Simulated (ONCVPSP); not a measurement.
**PBE ONCV dataset for zinc (Zn), scalar-relativistic all-electron reference.**

ONCVPSP 4.0.1 input, shortened (lines: element, Z, core and valence counts, functional; n l f; lmax; l rc ep ncon nbas qcut; lloc lpopt rc5 dvloc0; l nproj debl; icmod fcfact rcfact), PBE, scalar-relativistic:

```
  Zn 30.00    5    2        4      upf
    1    0    2.00
    2    0    2.00
    2    1    6.00
    3    0    2.00
    3    1    6.00
    3    2   10.00
    4    0    2.00
    2
    0    2.20    0.00    3    7    2.60
    1    2.15    0.24    4    8    3.40
    2    1.30    0.00    4    9    9.60
    4    5    0.80    0.00
    0    1    3.00
    1    2    3.80
    2    1    0.80
    0    0.00    0.00
```

In the p channel the program set the typed energies aside and used 0.050, 3.850 Ha.

Results:

```json
{
 "Cutoffs needed": "50 Ha and 174 Ha (the cutoffs (Ha) at which the residual kinetic energy of the hardest occupied pseudo-wave falls to 1 and 0.1 mHa per electron)",
 "Ghost test": "ghosts flagged at negative energy: s at -177.4 eV; GHOST(+) flagged for p at 86.2 eV; a true bound ghost makes a file unfit for plane-wave use",
 "Largest excitation error": "-639 meV (all-electron minus pseudo) for 3d8 4s0, out of 4 test configurations"
}
```

Generation and tests took about 2.2 s on one core of a shared server CPU.
